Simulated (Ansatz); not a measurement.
Gas-phase electronic energies from Ansatz, PBE0-D4/def2-TZVP geometries. CCSD(T)/CBS adds triple-zeta CCSD(T) − MP2 to the extrapolated MP2 energy (def2 sets, frozen cores). This one scheme is used for every species. Each species was taken in one conformer, which may not be the lowest.

`O[SiH2]BO[SiH3]` + `C[SiH](N)Cl` → `[SiH3]OBCl` + `C[SiH](N)[SiH2]O`  (redistribution)

| level | ΔE (eV) |
| --- | --- |
| HF/def2-TZVPP | 0.17 |
| HF/CBS(def2) | 0.19 |

**Question.** What does CCSD(T)/CBS give? (Best estimate.)

**Answer.** The calculation gave: 0.00 eV. The listed levels differ from it by 0.17, 0.19 eV.

Largest T1 diagnostic among the species: 0.013.

From PBE to PBE0 (25 % exact exchange), in def2-TZVPP and without D4, ΔE moves by +0.04 eV. In def2-TZVPP, CCSD(T) changes the Hartree–Fock value by −0.20 eV (the triples alone add −0.04 eV) and MP2 by −0.19 eV. The D4 term adds −0.06 eV with B3LYP and −0.03 eV with PBE0; it sums over pairs of atoms, weighted by their polarisabilities, and B3LYP, whose exchange is more repulsive, gets the larger term.

B3LYP here is the variant with VWN-RPA as its local correlation; programs differ in this.
